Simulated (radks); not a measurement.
The numbers below are computed, except where a source is named.
Species: the copper ion Cu19+. Configuration: [Ne]. Code: a radial shooting solver on a logarithmic mesh with Libxc functionals. Model: scalar-relativistic Kohn-Sham, BLYP, spin-polarised, spherical densities, finite nucleus; Fermi nuclear charge, rms radius 3.8823 fm. Some entries of the table are withheld. Estimate them.

| orbital | occ. | eigenvalue (eV) | <r^2> (bohr^2) | <1/r> (bohr^-1) |
|---|---|---|---|---|
| 1s | 2 | (1) | 0.003650 | 29.17 |
| 2s | 2 | (2) | 0.06274 | 6.441 |
| 2p | 6 | -1643.686 | (3) | 6.316 |
| 3s | 0 | -697.2722 | 0.3838 | 2.503 |
| 3p | 0 | (4) | 0.3721 | (5) |

Answer. 
(1) 1s eigenvalue (eV): -9614.723
(2) 2s eigenvalue (eV): -1781.688
(3) 2p <r^2> (bohr^2): 0.04970
(4) 3p eigenvalue (eV): -654.6060
(5) 3p <1/r> (bohr^-1): 2.435
